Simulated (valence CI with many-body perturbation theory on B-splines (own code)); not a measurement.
## E1 transitions of I XLVI

Method: valence CI with perturbative core correlation (CI+MBPT): six valence electrons over a frozen Dirac-Fock core [He], radial functions for each j: 9 s, 9 p, 8 d, 6 f, 3 g, 1 h, with the one-electron correlation potential Σ1, the two-electron term Σ2, the three-electron term Σ3, Breit, model QED; selected CI, second order for the rest, scaled by the run's own slope (own B-spline code, finite nucleus).

No measured spectrum was set against this ion. As an estimate, large intervals hold to a few tenths of a per cent, small ones and those within an open d or f shell to about a per cent. Among the levels kept, up to 2500 cm⁻¹ of a level comes from second order outside the variational space, and about a tenth of that is noise between levels of different J, which matters for small intervals.

Lines 51 to 100 of 252 in falling wavelength, among levels below 4877.2 eV, chosen from the strongest by gf and those to the six lowest levels. Wavelengths and rates use the calculated energies. Electric multipoles are in the length gauge with retardation, E1 and E2 with the static RPA response of the core. Weak lines are less certain than strong ones. Lines between different terms over intervals too small for the method are left out, as are lines whose strength nearly cancels. Where a level lies close to another of its J and parity, the split of strength between their lines is uncertain. The highest levels of a list are the least certain.

Levels are named by their leading jj configuration (3d3/2^4 stands for four electrons in 3d with j = 3/2), which in mixed levels can hold well under half, so a name can repeat and another be missing. Letters in brackets count levels of one name in rising energy.

```tsv
λ vac (Å)	Upper	Lower	A (s⁻¹)	S (a.u.)
77.06	(2s^2 2p1/2 2p3/2^2 3p3/2) J=4	(2s^2 2p1/2 2p3/2^2 3s) J=3	9.19e+10	1.87e-01
76.97	(2s^2 2p1/2 2p3/2^2 3d5/2) J=1 [a]	(2s^2 2p1/2 2p3/2^2 3p1/2) J=2 [b]	2.31e+10	1.56e-02
76.69	(2s^2 2p1/2 2p3/2^2 3p3/2) J=2 [a]	(2s^2 2p1/2 2p3/2^2 3s) J=2 [a]	4.12e+10	4.58e-02
76.39	(2s^2 2p1/2^2 2p3/2 3p3/2) J=3	(2s^2 2p1/2^2 2p3/2 3s) J=2	9.67e+10	1.49e-01
76.34	(2s^2 2p1/2^2 2p3/2 3p3/2) J=1	(2s^2 2p1/2^2 2p3/2 3s) J=2	1.86e+10	1.22e-02
75.99	(2s^2 2p1/2 2p3/2^2 3p3/2) J=1 [c]	(2s^2 2p1/2 2p3/2^2 3s) J=1 [b]	2.38e+10	1.54e-02
74.66	(2s^2 2p1/2 2p3/2^2 3p3/2) J=1 [c]	(2s^2 2p1/2 2p3/2^2 3s) J=0	5.73e+10	3.53e-02
74.10	(2s^2 2p1/2^2 2p3/2 3d3/2) J=2	(2s^2 2p1/2^2 2p3/2 3p1/2) J=2	3.47e+10	3.49e-02
73.89	(2s^2 2p1/2 2p3/2^2 3p3/2) J=2 [c]	(2s^2 2p1/2 2p3/2^2 3s) J=1 [b]	8.56e+10	8.52e-02
73.77	(2s^2 2p1/2 2p3/2^2 3d5/2) J=2 [a]	(2s^2 2p1/2 2p3/2^2 3p1/2) J=1 [b]	1.74e+10	1.73e-02
73.68	(2s^2 2p1/2 2p3/2^2 3p3/2) J=1 [a]	(2s^2 2p1/2 2p3/2^2 3s) J=1 [a]	4.10e+10	2.43e-02
73.61	(2s^2 2p1/2 2p3/2^2 3d3/2) J=2 [a]	(2s^2 2p1/2 2p3/2^2 3p1/2) J=2 [a]	3.72e+10	3.66e-02
73.29	(2s^2 2p1/2^2 2p3/2 3d3/2) J=2	(2s^2 2p1/2^2 2p3/2 3p1/2) J=1	3.82e+10	3.71e-02
72.84	(2s^2 2p1/2 2p3/2^2 3d3/2) J=1 [b]	(2s^2 2p1/2 2p3/2^2 3p1/2) J=2 [b]	2.63e+10	1.50e-02
72.10	(2s^2 2p1/2 2p3/2^2 3d5/2) J=4 [a]	(2s^2 2p1/2 2p3/2^2 3p1/2) J=3	2.83e+10	4.71e-02
71.97	(2s^2 2p1/2 2p3/2^2 3p3/2) J=1 [b]	(2s^2 2p1/2 2p3/2^2 3s) J=2 [b]	4.01e+10	2.21e-02
71.94	(2s 2p1/2^2 2p3/2^2 3p1/2) J=2	(2s^2 2p1/2 2p3/2^2 3p1/2) J=1 [b]	1.32e+10	1.21e-02
71.85	(2s^2 2p1/2^2 2p3/2 3d3/2) J=3	(2s^2 2p1/2^2 2p3/2 3p1/2) J=2	7.52e+10	9.63e-02
71.52	(2s^2 2p1/2 2p3/2^2 3d3/2) J=4	(2s^2 2p1/2 2p3/2^2 3p1/2) J=3	5.03e+10	8.17e-02
71.36	(2s^2 2p1/2 2p3/2^2 3d3/2) J=3 [a]	(2s^2 2p1/2 2p3/2^2 3p1/2) J=2 [a]	6.45e+10	8.10e-02
71.25	(2s^2 2p1/2 2p3/2^2 3d3/2) J=1 [a]	(2s^2 2p1/2 2p3/2^2 3p1/2) J=1 [a]	6.48e+10	3.47e-02
71.22	(2s^2 2p1/2^2 2p3/2 3p3/2) J=2	(2s^2 2p1/2^2 2p3/2 3s) J=1	6.82e+10	6.08e-02
70.83	(2s^2 2p1/2^2 2p3/2 3d3/2) J=1	(2s^2 2p1/2^2 2p3/2 3p1/2) J=2	1.61e+10	8.48e-03
70.65	(2s^2 2p1/2 2p3/2^2 3d3/2) J=2 [a]	(2s^2 2p1/2 2p3/2^2 3p1/2) J=1 [a]	3.58e+10	3.11e-02
70.46	(2s^2 2p1/2 2p3/2^2 3d5/2) J=2 [b]	(2s^2 2p1/2 2p3/2^2 3p1/2) J=1 [b]	3.04e+10	2.63e-02
70.46	(2s^2 2p1/2 2p3/2^2 3d3/2) J=0	(2s^2 2p1/2 2p3/2^2 3p1/2) J=1 [a]	8.13e+10	1.40e-02
70.10	(2s^2 2p1/2^2 2p3/2 3d3/2) J=1	(2s^2 2p1/2^2 2p3/2 3p1/2) J=1	6.79e+10	3.46e-02
69.72	(2s^2 2p1/2^2 2p3/2 3d3/2) J=0	(2s^2 2p1/2^2 2p3/2 3p1/2) J=1	8.51e+10	1.42e-02
69.52	(2s 2p1/2^2 2p3/2^2 3p1/2) J=2	(2s^2 2p1/2 2p3/2^2 3p1/2) J=2 [b]	2.10e+10	1.74e-02
68.81	(2s^2 2p1/2 2p3/2^2 3d3/2) J=3 [b]	(2s^2 2p1/2 2p3/2^2 3p1/2) J=3	2.87e+10	3.23e-02
68.68	(2s^2 2p1/2^2 2p3/2 3p3/2) J=2	(2s^2 2p1/2^2 2p3/2 3s) J=2	6.10e+10	4.88e-02
68.65	(2s^2 2p1/2 2p3/2^2 3d3/2) J=2 [b]	(2s^2 2p1/2 2p3/2^2 3p1/2) J=3	1.55e+10	1.24e-02
68.38	(2s 2p1/2^2 2p3/2^2 3p1/2) J=3	(2s^2 2p1/2 2p3/2^2 3p1/2) J=2 [b]	1.92e+10	2.13e-02
67.91	(2s^2 2p1/2 2p3/2^2 3p3/2) J=2 [b]	(2s^2 2p1/2 2p3/2^2 3s) J=2 [b]	7.29e+10	5.63e-02
66.26	(2s^2 2p1/2 2p3/2^2 3p3/2) J=2 [b]	(2s^2 2p1/2 2p3/2^2 3s) J=3	2.11e+10	1.52e-02
65.09	(2s^2 2p1/2 2p3/2^2 3p3/2) J=1 [b]	(2s^2 2p1/2 2p3/2^2 3s) J=1 [a]	6.35e+10	2.59e-02
64.98	(2s^2 2p1/2^2 2p3/2 3p3/2) J=0	(2s^2 2p1/2^2 2p3/2 3s) J=1	1.71e+11	2.31e-02
63.37	(2s^2 2p1/2 2p3/2^2 3p3/2) J=2 [c]	(2s^2 2p1/2 2p3/2^2 3s) J=2 [b]	1.82e+10	1.15e-02
62.84	(2s 2p1/2^2 2p3/2^2 3s) J=3	(2s^2 2p1/2 2p3/2^2 3s) J=3	2.00e+10	1.71e-02
62.59	(2s^2 2p1/2 2p3/2^2 3p3/2) J=1 [b]	(2s^2 2p1/2 2p3/2^2 3s) J=2 [a]	2.48e+10	9.02e-03
61.75	(2s^2 2p1/2 2p3/2^2 3p3/2) J=2 [b]	(2s^2 2p1/2 2p3/2^2 3s) J=1 [a]	1.10e+10	6.41e-03
60.84	(2s 2p1/2^2 2p3/2^2 3p1/2) J=3	(2s^2 2p1/2 2p3/2^2 3p1/2) J=3	2.10e+10	1.63e-02
58.71	(2s 2p1/2^2 2p3/2^2 3s) J=2 [a]	(2s^2 2p1/2 2p3/2^2 3s) J=2 [b]	4.50e+10	2.25e-02
56.72	(2s 2p1/2^2 2p3/2^2 3s) J=3	(2s^2 2p1/2 2p3/2^2 3s) J=2 [a]	4.40e+10	2.77e-02
56.66	(2s 2p1/2^2 2p3/2^2 3p1/2) J=3	(2s^2 2p1/2 2p3/2^2 3p1/2) J=2 [a]	2.38e+10	1.49e-02
55.62	(2s 2p1/2^2 2p3/2^2 3p1/2) J=2	(2s^2 2p1/2 2p3/2^2 3p1/2) J=1 [a]	1.92e+10	8.14e-03
53.17	(2s 2p1/2^2 2p3/2^2 3s) J=1 [a]	(2s^2 2p1/2 2p3/2^2 3s) J=1 [b]	3.61e+10	8.04e-03
52.52	(2s 2p1/2^2 2p3/2^2 3s) J=1 [a]	(2s^2 2p1/2 2p3/2^2 3s) J=0	2.77e+10	5.94e-03
52.25	(2s 2p1/2^2 2p3/2^3) J=2	(2s^2 2p1/2 2p3/2^3) J=2	1.92e+10	6.76e-03
48.86	(2s 2p1/2^2 2p3/2^3) J=2	(2s^2 2p1/2 2p3/2^3) J=1	2.68e+10	7.71e-03
```
